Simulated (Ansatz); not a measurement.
`[NH2][Al]([O][SiH3])[O][SiH3]` and `[OH][Al]([O][SiH3])[O][SiH3]` differ in one atom or group.

Ansatz, PBE0-D4/def2-TZVP geometries, multiplicity 1. Each molecule was computed in one conformer, which needn't be the lowest.

```
                                          property  `[NH2][Al]([O][SiH3])[O][SiH3]`
                HOMO energy (PBE0/def2-TZVPP) / eV                            -7.61
                LUMO energy (PBE0/def2-TZVPP) / eV                            -0.58
           HOMO–LUMO gap (ωB97M-V/def2-TZVPP) / eV                            10.99
  size of the dipole moment (B3LYP/def2-TZVPP) / D                             1.54
             HOMO–LUMO gap (B3LYP/def2-TZVPP) / eV                             6.50
size of the dipole moment (ωB97M-V/def2-TZVPP) / D                             1.56
```

**Question.** What does the change do to each property? (Estimate.)

**Answer.** The calculation gave: 
```tsv
property	`[OH][Al]([O][SiH3])[O][SiH3]`	shift
HOMO energy (PBE0/def2-TZVPP) / eV	-8.68	-1.07
LUMO energy (PBE0/def2-TZVPP) / eV	-0.84	-0.26
HOMO–LUMO gap (ωB97M-V/def2-TZVPP) / eV	11.73	0.74
size of the dipole moment (B3LYP/def2-TZVPP) / D	1.21	-0.33
HOMO–LUMO gap (B3LYP/def2-TZVPP) / eV	7.35	0.85
size of the dipole moment (ωB97M-V/def2-TZVPP) / D	1.23	-0.33
```

With PBE0 the HOMO falls by 1.07 eV and the LUMO falls by 0.26 eV, so the gap widens by about 0.81 eV. PBE moves the HOMO by -1.03 eV and ωB97M-V by -0.98 eV. Dipoles are sizes alone; their direction can turn.

B3LYP here is the variant with VWN-RPA as its local correlation; programs differ in this.

Positive LUMOs are unbound, so they and the gaps depend on the basis.
